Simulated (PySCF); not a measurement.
Bi(Br)2(Me) (CH₃BiBr₂), SMILES [Br][Bi]([CH3])[Br].

Geometry: PBE-D3(BJ)/def2-SVP. The structure was generated by enumeration; whether it is a known compound was not checked. The def2 effective core potentials stand for the cores of Bi; spin–orbit coupling is left out.

Calculation: PySCF with TDDFT-PBE/def2-SVPD.

Vertical excitations. The molecule is in vacuum. State labels are in the subgroup Cs.

```tsv
state	symmetry	energy (eV)	λ (nm)	f	main pairs
S1	A'	3.43	361	0.007	HOMO→LUMO 98 %
S2	A"	3.82	324	0.000	HOMO−2→LUMO 71 %, HOMO→LUMO+1 27 %
S3	A"	3.94	315	0.006	HOMO−1→LUMO 53 %, HOMO→LUMO+1 28 %, HOMO−2→LUMO 18 %
S4	A"	4.02	308	0.026	HOMO→LUMO+1 42 %, HOMO−1→LUMO 39 %, HOMO−2→LUMO 11 %
S5	A'	4.03	308	0.002	HOMO−3→LUMO 96 %
S6	A'	4.31	288	0.006	HOMO−1→LUMO+1 97 %
S7	A'	4.37	284	0.004	HOMO−2→LUMO+1 98 %
S8	A"	4.73	262	0.037	HOMO−3→LUMO+1 84 %
S9	A'	4.88	254	0.018	HOMO−4→LUMO 89 %
S10	A"	5.33	233	0.014	HOMO−4→LUMO+1 92 %
T1	A'	3.12	397	0	HOMO→LUMO 99 %
T2	A"	3.51	353	0	HOMO−1→LUMO 100 %
T3	A"	3.59	346	0	HOMO→LUMO+1 66 %, HOMO−2→LUMO 34 %
T4	A"	3.69	336	0	HOMO−2→LUMO 66 %, HOMO→LUMO+1 33 %
```
Triplets are in the Tamm–Dancoff approximation, which puts them higher than full response would, so one can lie above its singlet here.
